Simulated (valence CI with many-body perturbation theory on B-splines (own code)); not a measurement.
## Level structure of Pt⁶⁺

Computed by configuration interaction combined with many-body perturbation theory (CI+MBPT): four valence electrons over a frozen Dirac-Fock core [Xe] 4f14, a basis of 7 s, 7 p, 8 d, 6 f, 4 g, 1 h functions for each j, with the one-electron correlation potential Σ1 (screened to all orders), the two-electron term Σ2, the three-electron term Σ3, Breit, model QED; selected single and double excitations, second order for the rest, scaled by the run's own slope (own B-spline code, finite nucleus).

No measured levels were compared; by estimate terms of the open shell hold to 2 to 4 % of their energy, and close levels can change places; different configurations can be misplaced against each other by 1,000 to 8,000 cm⁻¹. The list stops below the first excitations out of the core.

Levels 136 to 154 of 154, with energies above the lowest level, (5d3/2^4) J=0. "Leading %" is the weight of the configuration and term that name the level; weights of strongly mixed levels are sums over their largest components and can fall short. In the jj column 3d3/2^4 stands for four electrons in 3d with j = 3/2. Lifetimes count E1, E2, E3, M1 and M2 decay at the calculated energies, and are blank where another channel may lead or the interval is too uncertain; long ones can be off by a factor of two.

| No. | Configuration | Term | J | E (cm⁻¹) | Leading % | Leading jj | Lifetime | Second component |
| --- | --- | --- | --- | --- | --- | --- | --- | --- |
| 136 | 5d3 6p | 3G° | 3 | 299640 | 36 | 5d3/2 5d5/2^2 6p3/2 (68 %) | 77.5 ps | 14 % 5d3 6p 1F° |
| 137 | 5d3 6p | 3F° | 4 | 300610 | 31 | 5d3/2 5d5/2^2 6p3/2 (69 %) | 94.9 ps | 13 % 5d3 6p 1G° |
| 138 | 5d3 6p | 3D° | 1 | 300900 | 36 | 5d3/2 5d5/2^2 6p3/2 (81 %) | 87.7 ps | 32 % 5d3 6p 3P° |
| 139 | 5d3 6p | 5S° | 2 | 300930 | 44 | 5d3/2^2 5d5/2 6p3/2 (44 %) | 107 ps | 26 % 5d3 6p 3P° |
| 140 | 5d3 6p | 3G° | 3 | 302190 | 27 | 5d3/2 5d5/2^2 6p3/2 (69 %) | 107 ps | 19 % 5d3 6p 5D° |
| 141 | 5d3 6p | 3P° | 0 | 302330 | 77 | 5d3/2 5d5/2^2 6p3/2 (84 %) | 64.8 ps | 10 % 5d3 6p 1S° |
| 142 | 5d3 6p | 3D° | 2 | 303720 | 27 | 5d3/2 5d5/2^2 6p3/2 (83 %) | 99.2 ps | 14 % 5d3 6p 1D° |
| 143 | 5d3 6p | 3D° | 1 | 304030 | 41 | 5d3/2 5d5/2^2 6p3/2 (68 %) | 76.2 ps | 18 % 5d3 6p 3P° |
| 144 | 5d3 6p | 3H° | 6 | 304350 | 57 | 5d3/2 5d5/2^2 6p3/2 (88 %) | 102 ps | 20 % 5d3 6p 1I° |
| 145 | 5d3 6p | 3D° | 3 | 305190 | 58 | 5d3/2 5d5/2^2 6p3/2 (49 %) | 66.6 ps | 10 % 5d3 6p 3F° |
| 146 | 5d3 6p | 3I° | 7 | 307290 | 98 | 5d3/2 5d5/2^2 6p3/2 (98 %) | 249 ps |  |
| 147 | 5d3 6p | 3D° | 2 | 307640 | 32 | 5d3/2 5d5/2^2 6p3/2 (68 %) | 74.5 ps | 16 % 5d3 6p 3F° |
| 148 | 5d3 6p | 1H° | 5 | 308420 | 47 | 5d3/2 5d5/2^2 6p3/2 (86 %) | 53.1 ps | 37 % 5d3 6p 3G° |
| 149 | 5d3 6p | 3S° | 1 | 308560 | 29 | 5d3/2 5d5/2^2 6p3/2 (76 %) | 66.8 ps | 19 % 5d3 6p 1P° |
| 150 | 5d3 6p | 3F° | 4 | 309570 | 75 | 5d3/2 5d5/2^2 6p3/2 (80 %) | 59.7 ps | 11 % 5d3 6p 3G° |
| 151 | 5d3 6p | 3D° | 2 | 310360 | 33 | 5d3/2 5d5/2^2 6p3/2 (52 %) | 80.0 ps | 29 % 5d3 6p 1D° |
| 152 | 5d3 6p | 3D° | 3 | 310440 | 35 | 5d3/2 5d5/2^2 6p3/2 (29 %) | 58.6 ps | 15 % 5d3 6p 3G° |
| 153 | 5d3 6p | 3D° | 2 | 311340 | 39 | 5d5/2^3 6p1/2 (32 %) | 73.4 ps | 14 % 5d3 6p 3F° |
| 154 | 5d3 6p | 3G° | 4 | 312140 | 37 | 5d3/2 5d5/2^2 6p3/2 (88 %) | 117 ps | 26 % 5d3 6p 3F° |

Where two levels of one J and parity lie close, their mixing, g and order are uncertain.
